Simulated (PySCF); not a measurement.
Si(F)(Me)2(SeH) (C₂H₇FSeSi), SMILES C[Si](C)(F)[SeH]. The structure is a stationary point at PBE-D3(BJ)/def2-SVP. One conformer was computed; it need not be the lowest.

### Question
Give the equilibrium geometry at PBE-D3(BJ)/def2-SVP (PySCF confirms it by a frequency run) as bond lengths and angles. (Estimate from the structure and the level; the computed values follow.)

### Answer
Several could match; the one computed here: 
Atoms: C1 Si2 C3 F4 Se5 H6 H7 H8 H9 H10 H11 H12. Bonds (Å): C1–Si2 1.873, C1–H6 1.109, C1–H7 1.108, C1–H8 1.110, Si2–C3 1.873, Si2–F4 1.648, Si2–Se5 2.308, C3–H9 1.108, C3–H10 1.109, C3–H11 1.110, Se5–H12 1.487. Angles (°): Si2–C1–H6 110.6, Si2–C1–H7 110.7, Si2–C1–H8 110.6, H6–C1–H7 108.0, H6–C1–H8 108.1, H7–C1–H8 108.7, C1–Si2–C3 112.6, C1–Si2–F4 108.3, C1–Si2–Se5 111.8, C3–Si2–F4 108.3, C3–Si2–Se5 111.9, F4–Si2–Se5 103.4, Si2–C3–H9 110.7, Si2–C3–H10 110.6, Si2–C3–H11 110.6, H9–C3–H10 108.0, H9–C3–H11 108.7, H10–C3–H11 108.1, Si2–Se5–H12 91.0.
Charge 0, spin multiplicity 1.
